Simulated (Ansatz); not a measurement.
Input file for Ansatz (a first-principles code): R-wB97M-V/def2-TZVPP on H3NOSi (SMILES N[Si]O), a point of a torsion scan.

Ansatz 0.2 input:
```yaml
crystal:
  periodic: [false, false, false]
  atoms:
    - {symbol: N, position_ang: [-1.00023002, -0.03334511, 0.22286997]}
    - {symbol: Si, position_ang: [0.37382710, -0.96966185, 0.62648831]}
    - {symbol: O, position_ang: [1.52088698, -0.09906610, -0.19306306]}
    - {symbol: H, position_ang: [-1.94298558, -0.31218494, 0.43193552]}
    - {symbol: H, position_ang: [-0.96083235, 0.78434159, -0.37252837]}
    - {symbol: H, position_ang: [2.26658976, 0.31344514, 0.22560958]}
basis:
  gaussian:
    orbitals: def2-TZVPP
hamiltonian:
  xc: {name: wB97M-V}
scf: {lower_state_search: off}
```

The head of its log:

```
WARN ansatz: RAYON_NUM_THREADS=1 ignored (pool sized by the plan → 1); use --threads N
Functional definition: wB97M-V
these checks for a lower state are left out or cut short: stability, starts, cluster_reference, orbital_swaps, neighbouring_geometries, increment
integrals: 0.07 GiB planned
774 factors; their error is unknown
integrals: 0.10 GiB planned
172 factors; integrals over basis functions are off by at most 1.1e-5 eV
mean field: 0.62 GiB planned
mean field evaluation 1: about -11457.0543 eV, gradient 6.8e1 eV
mean field evaluation 2: about -11455.1447 eV, gradient 7.5e1 eV
```

Task: Predict the final total energy.

Result: -421.3314 hartree.
